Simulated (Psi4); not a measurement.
Level of theory: SAPT0/jun-cc-pVDZ, frozen core (Psi4 1.11).

Psi4 input:

```
molecule {
0 1
O -1.12225121 0.29228415 0.00000000
C -0.00000190 0.00000057 0.00000000
O 1.12225310 -0.29228472 -0.00000000
--
0 1
C 3.30506452 -4.02699512 1.92002115
S 1.88592473 -2.92663490 2.23442762
H 3.16208116 -4.89532735 2.56082702
H 3.32808497 -4.35638262 0.88345363
H 4.24439949 -3.54656591 2.18522304
H 2.23912996 -1.95301271 1.37973266
units angstrom
symmetry c1
no_reorient
no_com
}
set basis jun-cc-pvdz
set scf_type df
set freeze_core true
energy('sapt0')
```

Part of the output:

```
    SAPT Results
  --------------------------------------------------------------------------------------------------------
    Electrostatics                 -2.61792721 [mEh]      -1.64277412 [kcal/mol]      -6.87336693 [kJ/mol]
      Elst10,r                     -2.61792721 [mEh]      -1.64277412 [kcal/mol]      -6.87336693 [kJ/mol]

    Exchange                        3.52330985 [mEh]       2.21091031 [kcal/mol]       9.25044874 [kJ/mol]
      Exch10                        3.52330985 [mEh]       2.21091031 [kcal/mol]       9.25044874 [kJ/mol]
      Exch10(S^2)                   3.51397077 [mEh]       2.20504995 [kcal/mol]       9.22592898 [kJ/mol]

    Induction                      -0.49479586 [mEh]      -0.31048909 [kcal/mol]      -1.29908635 [kJ/mol]
      Ind20,r                      -1.10776446 [mEh]      -0.69513270 [kcal/mol]      -2.90843520 [kJ/mol]
      Exch-Ind20,r                  0.91394590 [mEh]       0.57350971 [kcal/mol]       2.39956463 [kJ/mol]
      delta HF,r (2)               -0.30097730 [mEh]      -0.18886610 [kcal/mol]      -0.79021578 [kJ/mol]

    Dispersion                     -1.62467989 [mEh]      -1.01950202 [kcal/mol]      -4.26559647 [kJ/mol]
      Disp20                       -1.84182520 [mEh]      -1.15576276 [kcal/mol]      -4.83571139 [kJ/mol]
      Exch-Disp20                   0.21714530 [mEh]       0.13626074 [kcal/mol]       0.57011492 [kJ/mol]
      Disp20 (SS)                  -0.92091260 [mEh]      -0.57788138 [kcal/mol]      -2.41785569 [kJ/mol]
      Disp20 (OS)                  -0.92091260 [mEh]      -0.57788138 [kcal/mol]      -2.41785569 [kJ/mol]
      Exch-Disp20 (SS)              0.10879550 [mEh]       0.06827021 [kcal/mol]       0.28564256 [kJ/mol]
      Exch-Disp20 (OS)              0.10834980 [mEh]       0.06799053 [kcal/mol]       0.28447236 [kJ/mol]

  Total HF                          0.41058678 [mEh]       0.25764710 [kcal/mol]       1.07799545 [kJ/mol]
  Total SAPT0                      -1.21409311 [mEh]      -0.76185493 [kcal/mol]      -3.18760102 [kJ/mol]
```
